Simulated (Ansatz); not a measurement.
`[CH3][GeH]1[CH2][O][AlH]1` and `[CH2]1[O][AlH][GeH2]1` differ in one atom or group.

Ansatz, PBE0-D4/def2-TZVP geometries, multiplicity 1. 

Scalar relativity is left out up to krypton.

```json
{"property": "HOMO energy (ωB97M-V/def2-TZVPP) / eV", "`[CH3][GeH]1[CH2][O][AlH]1`": "-8.75"}
{"property": "LUMO energy (ωB97M-V/def2-TZVPP) / eV", "`[CH3][GeH]1[CH2][O][AlH]1`": "0.26"}
{"property": "HOMO energy (B3LYP/def2-TZVPP) / eV", "`[CH3][GeH]1[CH2][O][AlH]1`": "-6.59"}
{"property": "HOMO–LUMO gap (ωB97M-V/def2-TZVPP) / eV", "`[CH3][GeH]1[CH2][O][AlH]1`": "9.01"}
{"property": "size of the dipole moment (B3LYP/def2-TZVPP) / D", "`[CH3][GeH]1[CH2][O][AlH]1`": "1.68"}
{"property": "size of the dipole moment (ωB97M-V/def2-TZVPP) / D", "`[CH3][GeH]1[CH2][O][AlH]1`": "1.69"}
```

Question: What does the change do to each property? (Best estimate.)

Answer: The calculation gave: 
```tsv
property	`[CH2]1[O][AlH][GeH2]1`	shift
HOMO energy (ωB97M-V/def2-TZVPP) / eV	-9.01	-0.26
LUMO energy (ωB97M-V/def2-TZVPP) / eV	0.20	-0.06
HOMO energy (B3LYP/def2-TZVPP) / eV	-6.84	-0.25
HOMO–LUMO gap (ωB97M-V/def2-TZVPP) / eV	9.21	0.20
size of the dipole moment (B3LYP/def2-TZVPP) / D	1.02	-0.66
size of the dipole moment (ωB97M-V/def2-TZVPP) / D	1.09	-0.60
```

With PBE0 the HOMO falls by 0.26 eV and the LUMO falls by 0.09 eV, so the gap widens by about 0.17 eV. PBE moves the HOMO by -0.24 eV and ωB97M-V by -0.26 eV. Dipoles are sizes alone; their direction can turn.

B3LYP here is the variant with VWN-RPA as its local correlation; programs differ in this.
